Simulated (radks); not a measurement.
Neutral bismuth inside a hard spherical wall (all orbitals vanish at R), configuration held at [Hg] 6p3 and not refilled when levels cross. Method: scalar-relativistic Kohn-Sham, LDA (Slater exchange, VWN5 correlation), spin-unpolarised, spherical densities, point nucleus; computed with a radial shooting solver on a logarithmic mesh with Libxc functionals. Eigenvalues in eV, with the zero of energy where the potential of the charges vanishes at infinity; a dash marks a level that is unbound or too diffuse for the functional's potential to be trusted. A positive occupied level is held by the wall or, in an anion where self-interaction has pushed it up, behind a barrier. The pressure on the wall is -dE/dV.

R (bohr)  E (hartree)  kinetic (hartree)    e(5p)    e(5d)    e(6s)   e(6p)  e(7s, empty)  e(6d, empty)  pressure (GPa)
free      -21519.3457          24412.352  -95.965  -27.193  -14.760  -4.768        -0.651             -               0
20        -21519.3457          24412.352  -95.965  -27.193  -14.760  -4.768        -0.646         0.691        < 0.0001
10        -21519.3452          24412.357  -95.925  -27.153  -14.725  -4.735        -0.055         1.766          0.0128
8         -21519.3409          24412.391  -95.701  -26.933  -14.536  -4.547         1.185         2.876           0.201
3.5       -21518.0628          24418.142  -84.422  -16.304   -3.820  10.396        51.018        32.287             375
3         -21516.4623          24424.734  -77.141   -9.503    5.381  23.198        86.627        52.569            1290
2         -21498.0970          24493.110  -34.183   35.897   86.938  127.06        321.36        188.09           29100
1.5       -21441.6741          24677.647   43.962   129.72   287.77  357.97        766.82        448.34          233000
